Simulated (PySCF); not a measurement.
Isomers of C2H7FOSi. Method used: PBE0-D3(BJ)/def2-SVP geometry optimisation, gas phase (PySCF). One conformer each; no zero-point energy, no entropy. No frequencies were run at this level. Point groups hold within 0.08 Å.

Task: Order them by energy at this level, lowest first, and give relative energies in kcal/mol.
A. `[OH:1][CH2:2][C@H:3]([F:4])[SiH3:5]` with H–O1–C2–C3 -58°, O1–C2–C3–F4 69°
B. `[OH:1][SiH2:2][CH2:3][CH2:4][F:5]` with H–O1–Si2–C3 -39°, O1–Si2–C3–C4 64°, Si2–C3–C4–F5 -47°
C. `[CH3:1][CH2:2][O:3][SiH2:4][F:5]` with C1–C2–O3–Si4 167°, C2–O3–Si4–F5 69°

Result: C (0.0), B (30.7), A (70.2).

As drawn, the lowest has an Si–O bond and an Si–F bond, which the highest lacks; the highest has an O–H bond and an Si–C bond, which the lowest lacks.

| SMILES | E (Eh) | E rel (kcal/mol) | dipole (D) | point group | A, B, C (MHz) |
| --- | --- | --- | --- | --- | --- |
| CCO[SiH2]F | -544.39696 | 0.0 | 1.64 | C1 | 11436, 1836, 1697 |
| O[SiH2]CCF | -544.34807 | 30.7 | 2.78 | C1 | 5971, 2864, 2136 |
| OC[C@H](F)[SiH3] | -544.28509 | 70.2 | 1.13 | C1 | 4814, 3039, 2296 |
